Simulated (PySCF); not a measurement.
Exact mass, isotope pattern and composition

Species: trans-Zr(NH3)2Cl4 (`[NH3]->[Zr](<-[NH3])([Cl])([Cl])([Cl])[Cl]`).

Calculated from isotope tables alone.

Task: Find the molar and monoisotopic masses of Cl4H6N2Zr.

Result: For Cl4H6N2Zr, with standard atomic weights, 1 × 91.224 + 2 × 14.007 + 6 × 1.008 + 4 × 35.450 = 267.086 g/mol. From the most abundant isotopes (90Zr, 14N, 1H, 35Cl), 1 × 89.904704 + 2 × 14.003074 + 6 × 1.007825 + 4 × 34.968853 = 263.8332 u.

Task: Work out the cluster of the molecular ion M+•, one line a nominal mass.

Result: 
```
nominal mass  m/z (centroid)  relative intensity
         264        263.8327                62.0
         265        264.8335                14.0
         266        265.8304               100.0
         267        266.8305                18.1
         268        267.8296                85.5
         269        268.8277                 9.0
         270        269.8294                51.0
         271        270.8252                 2.2
         272        271.8286                20.5
         273        272.8243                 0.3
         274        273.8273                 5.0
         276        275.8258                 0.7
```

Cut off at 0.1 %. One electron mass, 0.00055 u, is taken off. Abundances used (%; other tables differ somewhat): 90Zr 51.45, 91Zr 11.22, 92Zr 17.15, 94Zr 17.38, 96Zr 2.8; 14N 99.632, 15N 0.368; 1H 99.9885, 2H 0.0115; 35Cl 75.78, 37Cl 24.22.

Task: Resolve the fine structure: one atom at a time replaced by a minor isotope.

Result: Intensity in % of the monoisotopic species:

| isotope | mass shift (u) | m/z | intensity (%) |
| --- | --- | --- | --- |
| 15N | +0.99703 | 264.8297 | 0.74 |
| 91Zr | +1.00094 | 264.8336 | 21.81 |
| 2H | +1.00628 | 264.8389 | 0.07 |
| 37Cl | +1.99705 | 265.8297 | 127.84 |
| 92Zr | +2.00034 | 265.8330 | 33.33 |
| 94Zr | +4.00161 | 267.8343 | 33.78 |
| 96Zr | +6.00357 | 269.8362 | 5.44 |

Species under 0.02 % are left out.

Task: What resolving power m/Δm just matches the spacing of the species with one 37Cl and with one 92Zr?

Result: They lie 0.00329 u apart at mass 265.83, so m/Δm is about 81000.

Task: Give the mass fraction of each element.

Result: Zr 34.16 %, N 10.49 %, H 2.26 %, Cl 53.09 %.
